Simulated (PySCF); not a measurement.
F5OSi2, SMILES [Si](O[Si](F)(F)F)(F)F, multiplicity 2. Atoms are numbered in the order given.

```xyz
8

F      2.3387    -0.9509     0.7733
Si     1.6964    -0.3659    -0.5830
F      2.6010     0.8804    -1.0480
O      0.2001     0.2219    -0.2306
Si    -1.3521     0.1202     0.2079
F     -1.5909     0.8735     1.5871
F     -1.7844    -1.4032     0.3769
F     -2.2780     0.7851    -0.9009
```
Charge 0, spin multiplicity 2.

Geometry optimised at PBE0-D3(BJ)/def2-SVP. The isomer is the one that the SMILES or the coordinates give; other isomers of the formula were not compared. One conformer was computed; it need not be the lowest.

Computed with TDA-PBE0/def2-SVPD (PySCF).

Vertical excitations. The molecule is in vacuum.

Computed excitation energies, oscillator strengths and character:
| state | energy (eV) | λ (nm) | f | main pairs |
|---|---|---|---|---|
| root 1 | 6.19 | 200 | 0.000 | β HOMO→LUMO 96 % |
| root 2 | 6.44 | 193 | 0.013 | α HOMO→LUMO 35 %, β HOMO−1→LUMO 59 % |
| root 3 | 6.56 | 189 | 0.134 | α HOMO→LUMO 48 %, α HOMO→LUMO+2 9 %, β HOMO−1→LUMO 36 % |
| root 4 | 6.68 | 186 | 0.112 | α HOMO→LUMO+1 92 % |
| root 5 | 7.11 | 174 | 0.050 | α HOMO→LUMO+2 83 % |
| root 6 | 7.17 | 173 | 0.005 | β HOMO−3→LUMO 94 % |
| root 7 | 7.56 | 164 | 0.024 | β HOMO−4→LUMO 81 %, β HOMO−6→LUMO 13 % |
| root 8 | 7.77 | 160 | 0.050 | β HOMO−5→LUMO 45 %, β HOMO−7→LUMO 38 % |
| root 9 | 8.00 | 155 | 0.125 | α HOMO→LUMO+3 70 %, α HOMO→LUMO+4 18 % |
| root 10 | 8.11 | 153 | 0.000 | β HOMO−2→LUMO 99 % |
Unrestricted roots are not spin-pure.
